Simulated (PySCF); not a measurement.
# Basis and Hamiltonian dependence of the excitation energy of Rh⁺

Rh⁺ [Kr] 4d8 (3F) → Rh⁺ [Kr] 4d7 5s1 (5F). Calculated with PySCF 2.14 from differences of total energies of unrestricted determinants, without spin-orbit coupling. Values in eV.

```csv
basis,Hamiltonian,functions,UHF,PBE,PBE0,MP2 (valence),CCSD(T) (valence),CCSD(T) (valence and next inner shell)
aug-cc-pVDZ-PP with ECP28MDF,ECP,54,1.370,1.955,2.000,2.067,1.989,n/a
def2-TZVPPD with the def2 core potential (28 electrons),ECP,56,1.348,1.957,1.995,2.178,2.096,1.899
ANO-RCC-VTZP,spin-free X2C,68,1.360,2.165,2.152,2.229,2.133,1.997
aug-cc-pwCVDZ-PP with ECP28MDF,ECP,70,1.292,1.880,1.919,2.049,1.955,1.690
x2c-TZVPPall,spin-free X2C,79,1.326,2.091,2.087,2.178,2.087,1.938
aug-cc-pVTZ-PP with ECP28MDF,ECP,88,1.287,1.861,1.905,2.124,2.027,n/a
def2-QZVPPD with the def2 core potential (28 electrons),ECP,88,1.330,1.897,1.944,2.199,2.100,n/a
"x2c-TZVPPall with one added diffuse shell each of s, p, d, f type",spin-free X2C,95,1.327,2.090,2.087,2.181,2.084,n/a
aug-cc-pVTZ-DK,spin-free X2C,102,1.324,2.058,2.062,2.171,2.070,n/a
"aug-cc-pVTZ-PP with one added diffuse shell each of s, p, d, f, g type with ECP28MDF",ECP,113,1.286,1.861,1.904,2.124,n/a,n/a
x2c-QZVPPall,spin-free X2C,118,1.318,2.060,2.063,2.186,n/a,n/a
aug-cc-pwCVTZ-PP with ECP28MDF,ECP,122,1.277,1.858,1.902,2.156,n/a,n/a
aug-cc-pwCVTZ-DK,spin-free X2C,136,1.317,2.064,2.065,2.196,n/a,n/a
```

Frozen in the all-electron rows: valence: [Kr]; valence and next inner shell: [Ar] 3d10; with a core potential, the same shells as far as they lie outside it.

Reference for a calculation without spin-orbit coupling: 2.126 eV (measured, between term centres; NIST).
